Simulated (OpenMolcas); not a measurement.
4d ions of charge +4 along the row

- Program: OpenMolcas 26.06
- Method: CASSCF
- Basis: ANO-R3
- Scalar Hamiltonian: X2C, finite nucleus
- Spin-orbit coupling: RASSI with atomic mean-field integrals over the reference wave functions, term energies averaged over their components

Active space: the 4d shell.

B and C come from two terms' centres of gravity (d2, d8: 3P = 15B, 1G = 12B + 2C; d3, d7: 4P = 15B, 2G = 4B + 3C; d4, d6: 3G = 9B + 4C, 3H = 4B + 4C; d5: 4D = 17B + 5C, 4G = 10B + 5C, above the ground term), where all their levels are at least 80 % pure. ζ = ±2S·A comes from the whole width of the ground multiplet by E(J) = (A/2) J(J+1), where its levels are at least 85 % pure. Energies in cm-1.

```json
{"Ion": "Mo4+", "Configuration": "4d2", "Lowest level": "3F2", "Weight (%)": "99", "B": "893", "B measured": "711", "C": "3396", "C measured": "2930", "ζ": "902", "ζ measured": "959"}
{"Ion": "Tc4+", "Configuration": "4d3", "Lowest level": "4F 3/2", "Weight (%)": "99", "B": "902", "B measured": "", "C": "3690", "C measured": "", "ζ": "1069", "ζ measured": ""}
{"Ion": "Ru4+", "Configuration": "4d4", "Lowest level": "5D0", "Weight (%)": "98", "B": "", "B measured": "", "C": "", "C measured": "", "ζ": "1353", "ζ measured": ""}
{"Ion": "Rh4+", "Configuration": "4d5", "Lowest level": "6S 5/2", "Weight (%)": "99", "B": "", "B measured": "", "C": "", "C measured": "", "ζ": "", "ζ measured": ""}
{"Ion": "Pd4+", "Configuration": "4d6", "Lowest level": "5D4", "Weight (%)": "98", "B": "", "B measured": "", "C": "", "C measured": "", "ζ": "1688", "ζ measured": ""}
{"Ion": "Ag4+", "Configuration": "4d7", "Lowest level": "4F 9/2", "Weight (%)": "97", "B": "", "B measured": "", "C": "", "C measured": "", "ζ": "2008", "ζ measured": "2028"}
```

Measured columns use the levels in Sugar and Musgrove, J. Phys. Chem. Ref. Data 17, 155 (1988) (Mo4+); the list in Gamrath, thesis, University of Mons (2023) (Ag4+).

The computed ζ goes from 902 (Mo4+) to 2008 cm-1 (Ag4+), a factor of 2.23, rising at every step. It departs from the measured column by -6 to -1 %.

Without dynamic correlation excited terms often stand tens of per cent too high (terms of higher spin than the ground term too low), and those without a measured partner can miss by more than the paired ones. Computed and measured levels are paired by configuration, term and J; levels that our copy of the source lacks, or whose pairing is in doubt (as where it misses far off the trend of its configuration), stay unpaired and out of the deviations. Levels of configurations outside the active space are missing.
